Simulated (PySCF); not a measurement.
C₄H₅Si (SMILES [C]1=C[SiH2]C=C1), doublet (typed; the unrestricted solution is spin-contaminated), at a GFN2-xTB geometry; CCSD(T)/STO-3G (PySCF).

The PySCF input:
```python
from pyscf import gto, scf, cc

mol = gto.M(
    atom='''
C    -0.99710762    1.09020519   -0.35746860
C     0.28008814    1.34121899   -0.24314913
Si    1.12312240   -0.34185969    0.21785217
C    -0.58043733   -1.15517864    0.16515843
C    -1.51151541   -0.23827236   -0.14755384
H     0.77323490    2.28480944   -0.37557366
H     1.72528454   -0.29866333    1.54862895
H     2.03566045   -0.79467200   -0.82984402
H    -0.83608835   -2.18811366    0.34720666
H    -2.56797174   -0.44516387   -0.24226949
''',
    basis='sto-3g',
    spin=1,
    verbose=4,
)

mf = scf.UHF(mol)
mf.kernel()

mycc = cc.CCSD(mf, frozen=9)
mycc.kernel()
et = mycc.ccsd_t()
print('E(CCSD(T)) = %.10f' % (mycc.e_tot + et))
```

It wrote (shortened):

```
PySCF version 2.14.0

[INPUT] verbose = 4
[INPUT] num. atoms = 10
[INPUT] num. electrons = 43
[INPUT] charge = 0
[INPUT] spin (= nelec alpha-beta = 2S) = 1
[INPUT] symmetry False subgroup None
[INPUT] Mole.unit = angstrom
[INPUT] Symbol           X                Y                Z      unit          X                Y                Z       unit  Magmom
[...]
nuclear repulsion = 191.717911064807
number of shells = 22
number of NR pGTOs = 102
number of NR cGTOs = 34
basis = sto-3g
ecp = {}

******** <class 'pyscf.scf.uhf.UHF'> ********
method = UHF
initial guess = minao
damping factor = 0
level_shift factor = 0
DIIS = <class 'pyscf.scf.diis.CDIIS'>
diis_start_cycle = 1
diis_space = 8
diis_damp = 0
SCF conv_tol = 1e-09
SCF conv_tol_grad = None
SCF max_cycles = 50
direct_scf = True
direct_scf_tol = 1e-13
number electrons alpha = 22  beta = 21
Set gradient conv threshold to 3.16228e-05
init E= -438.948839772992

cycle= 1 E= -437.940839941057  delta_E= 1.01  |g|= 0.21  |ddm|= 2.97
cycle= 2 E= -437.992587129026  delta_E= -0.0517  |g|= 0.0779  |ddm|= 0.442
cycle= 3 E= -438.001809596931  delta_E= -0.00922  |g|= 0.035  |ddm|= 0.183
cycle= 4 E= -438.004229390882  delta_E= -0.00242  |g|= 0.023  |ddm|= 0.0795
cycle= 5 E= -438.005776790198  delta_E= -0.00155  |g|= 0.0207  |ddm|= 0.0591
cycle= 6 E= -438.007144478082  delta_E= -0.00137  |g|= 0.0212  |ddm|= 0.0518
cycle= 7 E= -438.004518035525  delta_E= 0.00263  |g|= 0.0188  |ddm|= 0.106
cycle= 8 E= -438.002455450121  delta_E= 0.00206  |g|= 0.0155  |ddm|= 0.12
cycle= 9 E= -438.002833118929  delta_E= -0.000378  |g|= 0.0139  |ddm|= 0.0649
cycle= 10 E= -438.004009943349  delta_E= -0.00118  |g|= 0.0129  |ddm|= 0.0789
cycle= 11 E= -438.00681160903  delta_E= -0.0028  |g|= 0.00949  |ddm|= 0.221
cycle= 12 E= -438.007690649213  delta_E= -0.000879  |g|= 0.00742  |ddm|= 0.272
cycle= 13 E= -438.006682151311  delta_E= 0.00101  |g|= 0.00547  |ddm|= 0.202
cycle= 14 E= -438.006525492577  delta_E= 0.000157  |g|= 0.007  |ddm|= 0.0385
cycle= 15 E= -438.007118254248  delta_E= -0.000593  |g|= 0.00914  |ddm|= 0.159
cycle= 16 E= -438.00648508701  delta_E= 0.000633  |g|= 0.00337  |ddm|= 0.26
cycle= 17 E= -438.006522629576  delta_E= -3.75e-05  |g|= 0.00282  |ddm|= 0.166
cycle= 18 E= -438.00648122057  delta_E= 4.14e-05  |g|= 0.0023  |ddm|= 0.0282
cycle= 19 E= -438.006485377885  delta_E= -4.16e-06  |g|= 0.000474  |ddm|= 0.0531
cycle= 20 E= -438.006486057266  delta_E= -6.79e-07  |g|= 0.000198  |ddm|= 0.00301
[...]
converged SCF energy = -438.006485845907  <S^2> = 1.0568691  2S+1 = 2.2863675

******** <class 'pyscf.cc.uccsd.UCCSD'> ********
CC2 = 0
CCSD nocc = (np.int64(13), np.int64(12)), nmo = (25, 25)
frozen orbitals 9
max_cycle = 50
direct = 0
conv_tol = 1e-07
conv_tol_normt = 1e-06
diis_space = 6
diis_start_cycle = 0
diis_start_energy_diff = 1e+09
Init t2, MP2 energy = -0.240600855254466
Init E_corr(UCCSD) = -0.240600855256115
cycle = 1  E_corr(UCCSD) = -0.281242873615844  dE = -0.0406420184  norm(t1,t2) = 0.113748
cycle = 2  E_corr(UCCSD) = -0.298732846714622  dE = -0.0174899731  norm(t1,t2) = 0.0688975
cycle = 3  E_corr(UCCSD) = -0.322099497282072  dE = -0.0233666506  norm(t1,t2) = 0.0520462
cycle = 4  E_corr(UCCSD) = -0.326457798554447  dE = -0.00435830127  norm(t1,t2) = 0.0261036
cycle = 5  E_corr(UCCSD) = -0.327445697228172  dE = -0.000987898674  norm(t1,t2) = 0.0110255
cycle = 6  E_corr(UCCSD) = -0.327733929967459  dE = -0.000288232739  norm(t1,t2) = 0.00510596
cycle = 7  E_corr(UCCSD) = -0.327716896971839  dE = 1.70329956e-05  norm(t1,t2) = 0.00204943
cycle = 8  E_corr(UCCSD) = -0.327779616151929  dE = -6.27191801e-05  norm(t1,t2) = 0.00116564
cycle = 9  E_corr(UCCSD) = -0.327791972546233  dE = -1.23563943e-05  norm(t1,t2) = 0.000604446
cycle = 10  E_corr(UCCSD) = -0.327795426155558  dE = -3.45360932e-06  norm(t1,t2) = 0.000337648
cycle = 11  E_corr(UCCSD) = -0.327779934009943  dE = 1.54921456e-05  norm(t1,t2) = 0.000186324
cycle = 12  E_corr(UCCSD) = -0.327776398194261  dE = 3.53581568e-06  norm(t1,t2) = 8.69551e-05
cycle = 13  E_corr(UCCSD) = -0.327777815300802  dE = -1.41710654e-06  norm(t1,t2) = 4.97724e-05
cycle = 14  E_corr(UCCSD) = -0.327781599841499  dE = -3.7845407e-06  norm(t1,t2) = 2.81034e-05
cycle = 15  E_corr(UCCSD) = -0.327783181985237  dE = -1.58214374e-06  norm(t1,t2) = 1.45793e-05
cycle = 16  E_corr(UCCSD) = -0.327783615717122  dE = -4.33731885e-07  norm(t1,t2) = 7.87999e-06
cycle = 17  E_corr(UCCSD) = -0.327783520972187  dE = 9.47449355e-08  norm(t1,t2) = 4.13672e-06
cycle = 18  E_corr(UCCSD) = -0.327783305497517  dE = 2.1547467e-07  norm(t1,t2) = 2.27964e-06
cycle = 19  E_corr(UCCSD) = -0.3277832139181  dE = 9.1579417e-08  norm(t1,t2) = 1.36232e-06
cycle = 20  E_corr(UCCSD) = -0.3277831817246  dE = 3.21935002e-08  norm(t1,t2) = 8.90851e-07
UCCSD converged
E(UCCSD) = -438.3342690276317  E_corr = -0.3277831817245999
UCCSD(T) correction = -0.00553549520732059
E(CCSD(T)) = -438.3398045228
```
